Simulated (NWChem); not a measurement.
System: CH6MgSSi; SMILES [SiH3][Mg][S]C

The following NWChem deck was run.

```
start job
memory heap 200 mb stack 900 mb global 1100 mb
geometry units angstroms noautoz
  Mg     0.245181     0.347807     0.072259
  S      0.420570    -1.957429     0.203061
  C     -1.298793    -2.568894     0.037934
  H     -1.257023    -3.665402     0.095718
  H     -1.745940    -2.299538    -0.929515
  H     -1.947599    -2.213397     0.851028
  Si     0.141916     2.916859    -0.062455
  H     -0.750052     3.515398     0.987215
  H     -0.376576     3.406734    -1.384094
  H      1.490315     3.552349     0.120959
end
basis spherical
  Mg library def2-svp
  S library def2-svp
  C library def2-svp
  H library def2-svp
  Si library def2-svp
end
dft
  xc r2scan0
  iterations 150
  mulliken
end
task dft energy
```

Output (shortened):

```
             Northwest Computational Chemistry Package (NWChem) 7.3.0
             --------------------------------------------------------

 C1  symmetry detected

                             Geometry "geometry" -> ""
                             -------------------------

 Output coordinates in angstroms (scale by  1.889725989 to convert to a.u.)

  No.       Tag          Charge          X              Y              Z
 ---- ---------------- ---------- -------------- -------------- --------------
    1 Mg                  12.0000     0.22913009     0.35805124    -0.00024311
    2 S                   16.0000     0.61094124    -1.92584972     0.00006753
    3 C                    6.0000    -1.05868087    -2.68065268    -0.00000111
    4 H                    1.0000    -0.91880990    -3.77053774     0.00042136
    5 H                    1.0000    -1.63594485    -2.41566153    -0.89721716
    6 H                    1.0000    -1.63632905    -2.41502397     0.89677822
    7 Si                  14.0000    -0.10384632     2.91108206     0.00003857
    8 H                    1.0000    -0.91508549     3.38813405     1.17049803
    9 H                    1.0000    -0.81125096     3.40261439    -1.23021171
   10 H                    1.0000     1.19873304     3.65622270     0.06103474

 Effective nuclear repulsion energy (a.u.)     206.3130278734

                                 NWChem DFT Module
                                 -----------------

 Summary of "ao basis" -> "ao basis" (spherical)
 ------------------------------------------------------------------------------
       Tag                 Description            Shells   Functions and Types
 ---------------- ------------------------------  ------  ---------------------
 Mg                         def2-svp                 8       18   4s3p1d
 S                          def2-svp                 8       18   4s3p1d
 C                          def2-svp                 6       14   3s2p1d
 H                          def2-svp                 3        5   2s1p
 Si                         def2-svp                 8       18   4s3p1d

            General Information
            -------------------
          SCF calculation type: DFT
          Wavefunction type:  closed shell.
          No. of atoms     :    10
          No. of electrons :    54
           Alpha electrons :    27
            Beta electrons :    27
          Charge           :     0
          Spin multiplicity:     1
          Use of symmetry is: off; symmetry adaption is: off
          Maximum number of iterations: 150
          AO basis - number of functions:    98
                     number of shells:    48
          Convergence on energy requested:  1.00D-06
          Convergence on density requested:  1.00D-05
          Convergence on gradient requested:  5.00D-04

              XC Information
              --------------
                     r^2SCAN0 Method XC Functional
                     Hartree-Fock (Exact) Exchange  0.250
               r^2SCAN metaGGA Exchange Functional  0.750
                     r^2SCAN Correlation Potential  1.000

             Grid Information
             ----------------
          Grid used for XC integration:  medium
          Radial quadrature: Mura-Knowles
          Angular quadrature: Lebedev.
          Tag              B.-S. Rad. Rad. Pts. Rad. Cut. Ang. Pts.
          ---              ---------- --------- --------- ---------
          Mg                  1.50       88          11.0       590
          S                   1.00       88          13.0       590
          C                   0.70       49          15.0       434
          H                   0.35       45          16.0       434
          Si                  1.10       88          14.0       590
          Grid pruning is: on
          Number of quadrature shells:   583
          Spatial weights used:  Erf1

      Superposition of Atomic Density Guess
      -------------------------------------

 Sum of atomic energies:        -926.24115807

      Non-variational initial energy
      ------------------------------

 Total energy =    -927.432975
 1-e energy   =   -1693.213571
 2-e energy   =     559.467568
 HOMO         =      -0.270900
 LUMO         =      -0.021500

     ---------------------------------------------
      Total Density - Mulliken Population Analysis
     ---------------------------------------------

    Atom       Charge   Shell Charges
 -----------   ------   -------------------------------------------------------
    1 Mg  12    11.33   2.00  1.99  0.82  0.20  5.98  0.18  0.07  0.08
    2 S   16    16.68   2.00  1.99  1.21  0.65  5.94  1.86  2.99  0.03
    3 C    6     6.20   1.99  0.94  0.25  1.92  1.07  0.03
    4 H    1     0.89   0.68  0.19  0.02
    5 H    1     0.89   0.67  0.19  0.02
    6 H    1     0.89   0.67  0.19  0.02
    7 Si  14    13.93   2.00  1.99  1.03  0.30  5.94  1.13  1.46  0.08
    8 H    1     1.06   0.69  0.37  0.01
    9 H    1     1.06   0.69  0.37  0.01
   10 H    1     1.06   0.69  0.37  0.01

   convergence    iter        energy       DeltaE   RMS-Dens  Diis-err
 ---------------- ----- ----------------- --------- --------- ---------
 d= 0,ls=0.0,diis     1   -929.0181658025 -1.14D+03  9.69D-03  2.26D-01
 d= 0,ls=0.0,diis     2   -929.0361235684 -1.80D-02  5.56D-03  1.40D-01
 d= 0,ls=0.0,diis     3   -929.0601716632 -2.40D-02  1.09D-03  1.14D-02
 d= 0,ls=0.0,diis     4   -929.0619318357 -1.76D-03  2.35D-04  3.49D-04
 d= 0,ls=0.0,diis     5   -929.0619957434 -6.39D-05  6.62D-05  3.41D-05
  Resetting Diis
 d= 0,ls=0.0,diis     6   -929.0620005085 -4.77D-06  2.32D-05  5.62D-06
 d= 0,ls=0.0,diis     7   -929.0620013714 -8.63D-07  6.09D-06  5.55D-08

         Total DFT energy =     -929.062001371378
      One electron energy =    -1696.639591835036
           Coulomb energy =      631.881724937253
    Exchange-Corr. energy =      -70.617162347003
 Nuclear repulsion energy =      206.313027873408

 Numeric. integr. density =       53.999978231395

                       DFT Final Molecular Orbital Analysis
                       ------------------------------------

 Vector   25  Occ=2.000000D+00  E=-2.927572D-01
              MO Center=  1.9D-01,  1.1D-01, -1.6D-05, r^2= 6.4D+00
   Bfn.  Coefficient  Atom+Function         Bfn.  Coefficient  Atom+Function
  ----- ------------  ---------------      ----- ------------  ---------------
     3      0.506310   1 Mg s                30      0.248480   2 S  py
     2      0.243436   1 Mg s                29     -0.224921   2 S  px
    74     -0.198412   7 Si py               27      0.183603   2 S  py
    77     -0.175613   7 Si py               22     -0.166280   2 S  s
    26     -0.165604   2 S  px               21     -0.143935   2 S  s

 Vector   26  Occ=2.000000D+00  E=-2.584595D-01
              MO Center=  2.4D-01,  8.4D-02, -2.5D-05, r^2= 6.9D+00
   Bfn.  Coefficient  Atom+Function         Bfn.  Coefficient  Atom+Function
  ----- ------------  ---------------      ----- ------------  ---------------
    30      0.393348   2 S  py               77      0.271043   7 Si py
    27      0.261803   2 S  py               74      0.226060   7 Si py
    29     -0.218292   2 S  px                9     -0.190759   1 Mg py
    69     -0.174498   7 Si s                24      0.151950   2 S  py
    26     -0.147791   2 S  px                6     -0.136619   1 Mg py

 Vector   27  Occ=2.000000D+00  E=-2.415995D-01
              MO Center=  4.5D-01, -1.8D+00,  1.4D-05, r^2= 2.1D+00
   Bfn.  Coefficient  Atom+Function         Bfn.  Coefficient  Atom+Function
  ----- ------------  ---------------      ----- ------------  ---------------
    31      0.609670   2 S  pz               28      0.416635   2 S  pz
    25      0.239795   2 S  pz               56      0.124388   5 H  s
    61     -0.124349   6 H  s                13      0.114132   1 Mg pz
    42     -0.107723   3 C  pz               57      0.095645   5 H  s
    62     -0.095634   6 H  s                15     -0.082962   1 Mg d -1

 Vector   28  Occ=0.000000D+00  E=-3.708340D-02
              MO Center= -3.2D-01,  5.6D-01, -5.1D-03, r^2= 5.7D+00
   Bfn.  Coefficient  Atom+Function         Bfn.  Coefficient  Atom+Function
  ----- ------------  ---------------      ----- ------------  ---------------
    11      0.693706   1 Mg px               39      0.338962   3 C  s
    95     -0.313963  10 H  s                 4     -0.280037   1 Mg s
     8      0.244580   1 Mg px               76      0.233936   7 Si px
    30      0.168614   2 S  py                5      0.152465   1 Mg px
    69      0.149897   7 Si s                52     -0.147290   4 H  s

 Vector   29  Occ=0.000000D+00  E=-2.576033D-02
              MO Center=  5.8D-01,  6.0D-01, -2.2D-03, r^2= 6.7D+00
   Bfn.  Coefficient  Atom+Function         Bfn.  Coefficient  Atom+Function
  ----- ------------  ---------------      ----- ------------  ---------------
     4      0.914830   1 Mg s                69     -0.592026   7 Si s
     3      0.391928   1 Mg s                77      0.382748   7 Si py
    22     -0.320135   2 S  s                68     -0.285439   7 Si s
    30     -0.231644   2 S  py                2      0.195066   1 Mg s
    21     -0.164041   2 S  s                67     -0.163002   7 Si s

 Vector   30  Occ=0.000000D+00  E=-2.483737D-02
              MO Center=  1.5D-01,  9.4D-01,  8.3D-03, r^2= 5.6D+00
   Bfn.  Coefficient  Atom+Function         Bfn.  Coefficient  Atom+Function
  ----- ------------  ---------------      ----- ------------  ---------------
    13      0.699345   1 Mg pz               90      0.316293   9 H  s
    85     -0.300142   8 H  s                78      0.293162   7 Si pz
    10      0.252061   1 Mg pz               31     -0.193642   2 S  pz
     7      0.152426   1 Mg pz               15      0.129909   1 Mg d -1
    89      0.117034   9 H  s                28     -0.111232   2 S  pz

[...]
```

Level: r2SCAN0/def2-SVP. Coordinates come from a PBE0/def2-SVP optimisation.
